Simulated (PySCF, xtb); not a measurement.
SeF₃, SMILES F[Se+](F)F, charge +1.

Harmonic wavenumbers (cm⁻¹) from GFN2-xTB run with xtb 6.7.1 at its own minimum, in rising order: 241, 241, 295, 517, 517, 574.

Question: What does PBE-D3(BJ)/def2-SVP in PySCF give at its own minimum? (The exact figures need the calculation; the answer reports its results.)

Answer: 252, 252, 321, 753, 753, 755. Paired by order, the mean absolute difference is 117 cm⁻¹ and the zero-point energies are 3.4 and 4.4 kcal/mol.
